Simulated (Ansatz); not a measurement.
The cluster Al₄O₆. The state is a singlet with charge 0. Geometry relaxed at r2SCAN-D4/def2-SVP.

Cartesian coordinates in Å:
```
Al 0.309 -1.412 -0.782
Al 1.286 1.009 -0.163
Al -1.334 0.705 -0.649
Al -0.261 -0.302 1.594
O 1.110 0.765 1.549
O 0.052 -1.855 0.879
O -1.727 0.436 1.022
O -0.052 1.855 -0.879
O 1.727 -0.436 -1.022
O -1.110 -0.765 -1.549
```

The structure comes from a short search, and lower isomers may exist.

Task: Estimate the harmonic wavenumbers at RKS r2SCAN-D4/def2-SVP (Ansatz, unscaled). Is this a minimum?

Result: 190, 190, 249, 249, 249, 327, 327, 327, 415, 415, 415, 510, 640, 694, 694, 694, 791, 791, 791, 805, 805, 868, 868, 868 cm⁻¹. Yes, no mode is imaginary beyond noise. Zero-point energy 78.8 kJ/mol. Run time 2.8 min (4 threads of Arm Neoverse V2 on a shared host).
